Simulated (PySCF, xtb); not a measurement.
C2H9FSi3, SMILES F[Si@@H]1C[C@@H]([SiH3])[SiH2]1.

Harmonic wavenumbers (cm⁻¹) from GFN2-xTB run with xtb 6.7.1 at its own minimum, in rising order: 34, 117, 120, 149, 180, 261, 367, 375, 422, 476, 492, 513, 552, 618, 627, 659, 718, 735, 778, 786, 791, 802, 814, 852, 1007, 1065, 1084, 1212, 1250, 1490, 2184, 2198, 2231, 2238, 2253, 2263, 2921, 2966, 2992.

Problem. What does PySCF with PBE-D3(BJ)/def2-SVP give at its own minimum? (The exact figures need the calculation; the answer reports its results.)

Solution. 55, 127, 142, 150, 187, 246, 334, 396, 457, 491, 560, 582, 625, 635, 685, 722, 762, 785, 802, 868, 883, 899, 906, 914, 943, 990, 1040, 1108, 1206, 1357, 2137, 2143, 2148, 2155, 2160, 2165, 2961, 2988, 3035. Paired by order, the mean absolute difference is 54 cm⁻¹ and the zero-point energies are 59.5 and 59.7 kcal/mol.
